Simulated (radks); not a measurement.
Results of a calculation; reference values are marked as such.
Question: These are the eigenvalues of the occupied orbitals of an atom or ion with whole-number occupations (hartree). Level of theory: non-relativistic Kohn-Sham, PBE, spin-polarised, spherical densities, point nucleus (a radial shooting solver on a logarithmic mesh with Libxc functionals).

| orbital | eigenvalue |
|---|---|
| 1s | -1944.095 |
| 2s | -432.3381 |
| 2p | -421.0665 |

Which element is it, and in what charge state? The configuration may be excited. Open shells, if any, are filled with parallel spins first.

Answer: Z = 65, terbium, charge +55: Tb55+ in [Ne]. The list shows which subshells hold electrons but not how many an open one holds; the 1s level, -1944.1 hartree, gives Z - s = 62.4 by -(Z - s)^2/2, which with screening narrows Z to a few neighbours, and the depths of the outer levels then fix element, charge and occupations together.
